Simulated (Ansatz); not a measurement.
Molecule: C2HCl2 (charge 0, doublet). It need not be the lowest isomer of its formula. SMILES: Cl/[C]=C\Cl
Geometry from a B3LYP-D3(BJ)/def2-TZVP (Ansatz, a program for electronic structure) optimisation:
```
C
C 1 1.3063
H 1 1.0796 2 122.65
Cl 2 1.6563 1 137.77 3 180.00
Cl 1 1.7524 3 113.89 2 -180.00
```
Charge 0, spin multiplicity 2.

Property: atomisation energy (electronic, to ground-state atoms), in kcal/mol. Cores are frozen in the correlated levels unless marked. UHF or UKS for open shells. No spin-orbit coupling. Non-relativistic unless marked X2C. The coupled-cluster limit lacks core correlation, which all-electron functionals hold. Basis-set limits of correlation are two-point, X^-3; Hartree-Fock from the larger set.

```csv
level,program,atomisation energy (kcal/mol)
HF/STO-3G,Ansatz,304.8
```

Question: Predict the CCSD(T)/CBS(cc-pV(T+d)Z,cc-pV(Q+d)Z) result (Ansatz).

Answer: 403.3 kcal/mol
